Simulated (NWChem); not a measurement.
# SiNH3ClF; SMILES N[Si@H](F)Cl

```xyz
7

N      1.4321    -1.0869    -0.0817
Si    -0.0566    -0.4146     0.3770
F     -1.3151    -0.9122    -0.5168
Cl     0.0476     1.6158     0.0865
H      1.9396    -0.7633    -0.8967
H      1.7003    -2.0233     0.1970
H     -0.3761    -0.7585     1.7774
```
Atoms are numbered in this order, from 1.

All runs: NWChem. Pople sets run with spherical d functions. Structure relaxed at the PBE0/def2-SVP level. GIAO values for the isolated, static molecule; σ is the absolute isotropic shielding, δ = σ(reference) − σ with the isolated reference molecule computed at the same levels (19F: trichlorofluoromethane, 1H: tetramethylsilane, 15N: ammonia, 29Si: tetramethylsilane).

For level KT2/pcSseg-1:

| Item | Result |
|---|---|
| δ N1 (ppm) | 45.4 |
| δ Si2 (ppm) | -18.9 |
| δ F3 (ppm) | -121.7 |
| σ Cl4 (ppm) | 886.7 |
| δ H5 (ppm) | 1.48 |
| δ H6 (ppm) | 1.50 |

**Question.** What are these values for level B3LYP/6-31G*?

**Answer.** The δ N1 (ppm) comes out as 30.2, the δ Si2 (ppm) is -8.0 and the δ F3 (ppm) is -94.4. The σ Cl4 (ppm) is 919.5 and the δ H5 (ppm) comes out as 0.85. The δ H6 (ppm) is 0.87.
